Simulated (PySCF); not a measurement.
Species: C₅H₈F₄O.
SMILES: `CC(C)O[C@H](F)C(F)(F)F`

Torsions of this conformer, `[CH3:1][CH:2]([CH3:3])[O:4][C@H:5]([F:6])[C:7]([F:8])([F:9])[F:10]`: C1–C2–O4–C5 -148°, C2–O4–C5–F6 -79°, O4–C5–C7–F8 59°.

The closed-shell ground state was solved at several levels (PySCF, density fitting, gas phase, non-relativistic). The structure is a single PBE0-D3(BJ)/def2-SVP conformer in the gas phase; no vibrational or solvent corrections.

```json
{"level": "PBE0/pcSseg-1", "basis functions": "210", "total energy (Eh)": "-669.2085", "HOMO (eV)": "-8.89", "LUMO (eV)": "1.16", "gap (eV)": "10.05", "dipole (D)": "3.30"}
{"level": "CAM-B3LYP/pcSseg-1", "basis functions": "210", "total energy (Eh)": "-669.6860", "HOMO (eV)": "-10.35", "LUMO (eV)": "2.01", "gap (eV)": "12.36", "dipole (D)": "3.35"}
```

Task: Estimate the row for PBE0/def2-SVPD, a basis of 279 functions; the other rows only guide the guess.

Result: Total energy -668.8087 Eh, HOMO -8.97 eV, LUMO 0.48 eV, gap 9.45 eV, dipole 3.40 D.

Task: Over all these levels, which gives the widest orbital gap and which the narrowest?

Result: CAM-B3LYP/pcSseg-1 (range-separated hybrid) has the widest, 12.36 eV, and PBE0/def2-SVPD (global hybrid, 25 % exact exchange) the narrowest, 9.45 eV. Functional and basis both differ between the two, so the spread mixes both effects.

Task: How far do the dipole and the HOMO energy spread over the levels?

Result: The dipole runs from 3.30 to 3.40 D (mean 3.35 D) and the HOMO from -10.35 to -8.89 eV.
